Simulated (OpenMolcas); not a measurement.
**Si+: effect of the IPEA shift**

```
Program             : OpenMolcas
Basis               : ANO-RCC-VQZP [6s5p3d2f1g]
Scalar Hamiltonian  : DKH2, point nucleus
Active space        : 3 electrons in 9 orbitals (RAS2 3s 3p; RAS3 3d, at most 2 electrons)
State averaging     : 2S+1 = 4 odd, 1 root; 2S+1 = 2 odd, 8 roots; 2S+1 = 4 even, 3 roots; 2S+1 = 2 even, 9 roots
Spin-orbit coupling : RASSI with atomic mean-field integrals over the reference wave functions, term energies averaged over their components
```

Methods on the same reference wave functions:
A. RASSCF
B. SS-RASPT2, IPEA 0 Eh, imaginary shift 0.1 Eh (closed shells correlated: 2s 2p)
C. SS-RASPT2, IPEA 0.25 Eh, imaginary shift 0.1 Eh (closed shells correlated: 2s 2p)

Energies in cm-1 above 3s2 3p 2P* 1/2, the measured ground level; measured values from NIST Handbook of Basic Atomic Spectroscopic Data.

| Level | A | B | C | Measured |
| --- | --- | --- | --- | --- |
| 3s2 3p 2P* 1/2 | 0.0 | 0.0 | 0.0 | 0.0 |
| 3s2 3p 2P* 3/2 | 256 | 256 | 256 | 287 |
| 3s 3p2 4P 1/2 | 38927 | 41880 | 41847 | 42824 |
| 3s 3p2 4P 3/2 | 39016 | 41970 | 41936 | 42933 |
| 3s 3p2 4P 5/2 | 39163 | 42116 | 42083 | 43108 |
| 3s 3p2 2D 3/2 | 54703 | 54457 | 54645 | 55309 |
| 3s 3p2 2D 5/2 | 54710 | 54464 | 54652 | 55325 |
| 3s 3p2 2S 1/2 | 78616 | 76208 | 76541 | 76665 |

Deviations, from unrounded energies. A percentage is the sum of absolute deviations over the sum of measured energies, with the sign that they share, or ± where signs differ.

```
                  Against measurement  Levels      A      B      C
       mean absolute deviation (cm-1)       7   2100    730    640
fine structure of the ground term (%)       1  -11.0  -11.0  -11.0
             other configurations (%)       6   ±4.7   -1.6   -1.4
```

C lies closest to measurement on these levels and A furthest from it. The largest miss of C in the table is 3s 3p2 4P 5/2, by -1000 cm-1. The ranking rests on the paired levels alone, and a cruder setting can come out closer through cancelling errors.

Between B and C the level of the table that moves most is 3s 3p2 2S 1/2, by 330 cm-1 (lowest in B, highest in C).

The lowest spin-free term lies below A's lowest term by 0.070 hartree in B, 0.069 hartree in C.

The run also gave levels led by 3s 3p 3d, which use shells meant for correlation; these and all levels above them are left out. Some terms mix strongly with configurations of 3d, whose occupation reaches 0.27 (3s 3p2 2D). Without dynamic correlation excited terms often stand tens of per cent too high (terms of higher spin than the ground term too low), and those without a measured partner can miss by more than the paired ones (holds for A). Measured partners are found by configuration, term and J. A level has none where our copy of the source lacks it or the pairing is in doubt (some pairs that miss far off the trend of their configuration count as doubtful), and it then counts in no deviation. Levels of configurations outside the active space are missing. Levels that lie high or do not pair safely by name in every column are left out.

* marks odd parity.
